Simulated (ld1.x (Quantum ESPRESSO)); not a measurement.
Scattering properties, ultrasoft potential for boron (B)

boron (B), ultrasoft, made with ld1.x (Quantum ESPRESSO) 7.5 (PW91, scalar-relativistic). Core [He], reference 2s2 2p1. Waves: 2s (bound): rcut 1.15, rcutus 1.40 bohr; 2s channel at 0.25 Ry: rcut 1.15, rcutus 1.40 bohr; 2p (bound): rcut 3.55, rcutus 3.80 bohr; 2p channel at 0.15 Ry: rcut 3.55, rcutus 3.80 bohr; 3d channel at -0.2 Ry: rcut 2.65, rcutus 3.25 bohr. Local part: all-electron potential smoothed inside 2.85 bohr (lloc = -2). Core correction: none. Augmentation charge: built from norm-conserving waves at rcut, not smoothed further.

The phase is arctan(r·u′/u) with u = r·R(r), unwrapped; energies in Ry, scanned from -3 to 5 Ry. A pole is an energy at which the radial function vanishes at the test radius. The pseudo phase is shifted by a multiple of π to meet the all-electron one at the reference energy, and phase errors are pseudo minus all-electron; the curves can meet again beyond the range given. Levels narrower than the energy grid can be missing from the lists of poles.

```
channel  radius (bohr)  reference energy (Ry)  poles, all-electron      poles, pseudo  unbroken range about the reference energy with phases within 0.05 rad  phase error 1 Ry above the reference energy (rad)
      s           4.09                  -0.70          -0.64, 1.56  -0.64, 1.57, 4.97                                                              below 2.4                                             +0.000
      p           4.09                  -0.27    -0.16, 1.69, 4.79        -0.14, 0.31                                                           -0.3 to -0.1                                             -1.302
      d           4.09                  -0.20           1.22, 3.73         1.26, 4.34                                                              below 1.7                                             +0.014
```

A Bessel basis up to 400 Ry misses an occupied level by 0.19 Ry, so cutoffs and ghosts were not judged. Its overlap operator is not positive definite in a basis up to 400 Ry (lowest eigenvalue s -46.38), so the file is unfit for use: the generalised eigenproblem breaks down once the basis is large enough, and its test numbers describe a broken file.

Phases in the s channel:

| E (Ry) | all-electron | pseudo |
| --- | --- | --- |
| -3.00 | 1.424 | 1.424 |
| -2.76 | 1.417 | 1.417 |
| -2.52 | 1.409 | 1.409 |
| -2.28 | 1.399 | 1.399 |
| -2.04 | 1.387 | 1.387 |
| -1.80 | 1.373 | 1.373 |
| -1.56 | 1.353 | 1.353 |
| -1.32 | 1.325 | 1.325 |
| -1.08 | 1.272 | 1.272 |
| -0.84 | 1.058 | 1.058 |
| -0.60 | -1.649 | -1.649 |
| -0.36 | -1.827 | -1.827 |
| -0.12 | -1.950 | -1.950 |
| 0.12 | -2.170 | -2.170 |
| 0.36 | -2.834 | -2.834 |
| 0.60 | -3.990 | -3.989 |
| 0.84 | -4.414 | -4.413 |
| 1.08 | -4.572 | -4.570 |
| 1.32 | -4.656 | -4.654 |
| 1.56 | -4.713 | -4.710 |
| 1.80 | -4.760 | -4.754 |
| 2.04 | -4.807 | -4.795 |
| 2.28 | -4.862 | -4.836 |
| 2.52 | -4.943 | -4.878 |
| 2.76 | -5.102 | -4.899 |
| 3.00 | -5.607 | -4.820 |
| 3.24 | -6.974 | -7.789 |
| 3.48 | -7.488 | -7.727 |
| 3.72 | -7.645 | -7.740 |
| 3.96 | -7.721 | -7.767 |
| 4.20 | -7.767 | -7.792 |
| 4.44 | -7.799 | -7.814 |
| 4.68 | -7.824 | -7.833 |
| 4.92 | -7.845 | -7.850 |
